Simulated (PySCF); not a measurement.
Assignment exercise: C9H10

Numbering as in the mapped SMILES `[CH2:1]=[CH:2]/[CH:3]=[C:4]1[CH:5]=[CH:6][C:7]\1=[CH:8]\[CH3:9]`; H(Xn) means a hydrogen on atom n. Ha(C1) is cis to C3; Hb(C1) is trans to C3.

Computed data (PySCF 2.14.0 with density-fitted response routines): geometry: GFN2-xTB, shielding tensors at PBE0/pcSseg-1 (GIAO). Non-relativistic Hamiltonian, single conformer, equivalent nuclei averaged, no solvent model.

Chemical shifts δ = σref − σ; TMS for 13C (186.93 ppm) and 1H (31.72 ppm), all at this level.

Question: Assign these signals to the numbered atoms. 13C{1H} NMR (computed): δ 155.7 (CH), 152.0 (C), 148.4 (CH), 147.3 (C), 142.0 (CH), 123.0 (CH2), 121.9 (CH), 118.9 (CH), 17.6 (CH3).

Answer: 
| δ (ppm) | atoms | environment | reason |
| --- | --- | --- | --- |
| 155.7 | C6 | alkene CH | an sp2 carbon of a C=C bond |
| 152.0 | C4 | fully substituted alkene carbon | as expected for a trigonal carbon in a double bond |
| 148.4 | C5 | alkene CH | an sp2 carbon of a C=C bond |
| 147.3 | C7 | fully substituted alkene carbon | the olefinic region |
| 142.0 | C2 | alkene CH | as expected for a trigonal carbon in a double bond |
| 123.0 | C1 | terminal =CH2 carbon | as expected for a trigonal carbon in a double bond |
| 121.9 | C3 | alkene CH | the olefinic region |
| 118.9 | C8 | alkene CH | – |
| 17.6 | C9 | allylic methyl carbon | aliphatic region, no heteroatom directly attached |

C5 and C7; C1 and C3 lie closer than the usual error of such a calculation, so a measured spectrum could show them in the other order.

Question: Assign these signals to the numbered atoms. 1H NMR (600 MHz, computed): δ 7.27 (m, 1H), 7.13 (m, 1H), 6.79 (m, 1H), 6.25 (d, 1H), 5.52 (m, 1H), 5.41 (m, 1H), 5.41 (q, 1H), 2.00 (d, 3H).

Answer: 
7.27 → H(C5), hydrogen on an alkene CH: attached to an sp2 carbon and in the plane of the double bond
7.13 → H(C6), hydrogen on an alkene CH
6.79 → H(C2), hydrogen on an alkene CH
6.25 → H(C3), hydrogen on an alkene CH
5.52 → Ha(C1), hydrogen on a terminal =CH2 carbon: olefinic region
5.41 → Hb(C1), hydrogen on a terminal =CH2 carbon
5.41 → H(C8), hydrogen on an alkene CH: attached to an sp2 carbon and in the plane of the double bond
2.00 → H(C9), hydrogen on an allylic methyl carbon: allylic position

Ha(C1) and Hb(C1); Hb(C1) and H(C8) lie closer than the usual error of such a calculation, so a measured spectrum could show them in the other order.

Shifts are as computed. Against solution values, carbons near 30 ppm lie about +3 ppm off and those near 130 ppm about +5 ppm. Of 1211 compounds with measured shifts, 218 miss one by over three times the rms of a fit or turn the order of signals round; such compounds aren't used in these exercises. No couplings were computed; multiplicities are counted from neighbouring protons, with m where these are inequivalent, close in shift, in a saturated or five-membered ring or joined by F or P, and br s for small geminal =CH2 splittings.
